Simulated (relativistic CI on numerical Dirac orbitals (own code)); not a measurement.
# A ladder of approximations for the levels of Ge5+

Calculated with a relativistic CI code on KLI orbitals (one set per configuration, finite nucleus), adding one ingredient at a time: step 1, Dirac-Coulomb, each configuration alone; step 2, with Breit and QED terms; step 3, with configuration mixing; step 4, with scaled Slater integrals (0.9); step 5, with a P86 correlation estimate; step 6, tied to the ionisation limit. P86 is a density functional for the correlation energy, evaluated here for each configuration and added to its levels. Step 6 is semi-empirical: configurations made of the next ion and one excited electron move by 5747 cm⁻¹, so that their limit matches the tabulated ionisation energy, and those with a non-penetrating f or g electron also take the P86 value of the least penetrating other one.

Configurations in the expansion (outside the closed core [Ne]): 3s²3p⁶3d⁹, 3s²3p⁶3d⁸4s, 3s²3p⁶3d⁸4p, 3s²3p⁵3d¹⁰, 3s²3p⁶3d⁸4d, 3s²3p⁶3d⁸5s, 3s²3p⁶3d⁸5p, 3s²3p⁶3d⁸4f, 3s²3p⁶3d⁸5d, 3s3p⁶3d¹⁰, 3s²3p⁶3d⁸5f, 3s²3p⁶3d⁷4s4p, 3s²3p⁶3d⁷4p4d, 3s²3p⁶3d⁷4s², 3s²3p⁶3d⁶4s²4p, 3s²3p⁶3d⁶4s²4d, 3s²3p⁶3d⁶4s²5s, 3s²3p⁶3d⁶4s²5p.

Computed minus measured energy above the ground level, in cm⁻¹, for 16 of the 39 excited levels that pair in every step (one J of a term; a digit in brackets numbers repeated terms):

```
Configuration  Term     J  Measured  Step 1  Step 2  Step 3  Step 4  Step 5  Step 6
    3s²3p⁶3d⁹    2D   3/2      4560     213     -55     -61     -75     -75     -75
  3s²3p⁶3d⁸4s    4F   9/2    303696  -10187   -9775   -9654   -7520     352    6097
  3s²3p⁶3d⁸4s    2F   7/2    313025   -9015   -8674   -8617   -7344     528    6272
  3s²3p⁶3d⁸4s    2D   3/2    329074   -5914   -5453   -5495   -6113    1759    7503
  3s²3p⁶3d⁸4s    4P   3/2    332377   -5383   -5037   -5341   -6007    1867    7612
  3s²3p⁶3d⁸4s    2P   3/2    339335   -4496   -4177   -4239   -5837    2036    7779
  3s²3p⁶3d⁸4s    2G   9/2    343624   -5967   -5777   -5911   -7812      61    5805
  3s²3p⁶3d⁸4s    2S   1/2    391183    2759    3282    2802   -4583    3291    9036
  3s²3p⁶3d⁸4p   4D°   7/2    404892  -11651  -11336  -11682   -9189    -585    5155
  3s²3p⁶3d⁸4p   4G°  11/2    411592  -12025  -11812  -12086   -9923   -1319    4421
  3s²3p⁶3d⁸4p   4F°   7/2    416800  -11428  -11275  -11765  -10027   -1422    4316
  3s²3p⁶3d⁸4p   2D°   5/2    420118  -10212  -10005  -10781   -9515    -909    4828
  3s²3p⁶3d⁸4p   2F°   5/2    424506  -10410  -10432  -11203   -9960   -1353    4384
  3s²3p⁶3d⁸4p   4P°   3/2    429997   -7740   -7392   -7929   -8152     454    6192
  3s²3p⁶3d⁸4p   2P°   1/2    436727   -7789   -7525   -7994   -8519      86    5824
  3s²3p⁶3d⁸4p   2H°   9/2    444442   -8197   -8123   -8466   -9978   -1373    4366
```

Mean absolute errors in cm⁻¹, over all paired levels and for the configurations:

```
Configuration, levels  Step 1  Step 2  Step 3  Step 4  Step 5  Step 6
              all, 39    8048    7847    8202    8025     808    5694
         3s²3p⁶3d⁹, 1     213      55      61      75      75      75
      3s²3p⁶3d⁸4s, 14    7015    6768    6771    6771    1102    6846
      3s²3p⁶3d⁸4p, 24    8976    8801    9376    9087     668    5256
```

Measured levels: Sugar and Musgrove, J. Phys. Chem. Ref. Data 22, 1213 (1993).

The mean absolute error is lowest at step 5 (808 cm⁻¹), and the largest single drop is from step 4 to 5 (8025 to 808). The Breit and QED terms change the top of the ground term (measured 4560) from 4773 to 4505. Mixing lowers the ground level by 317; relative to it the configurations that move most are 3s²3p⁶3d⁸4p by -575, 3s²3p⁶3d⁸4s by -71. The P86 estimate moves 3s²3p⁶3d⁸4p by +8606, 3s²3p⁶3d⁸4s by +7873, and takes the mean absolute error of the excited configurations from 8234 to 828. Step 6 takes that error from 828 to 5842; it grows for 3s²3p⁶3d⁸4s, 3s²3p⁶3d⁸4p. The shift fits the limit, so it does little for low levels whose errors differ from those near the limit.
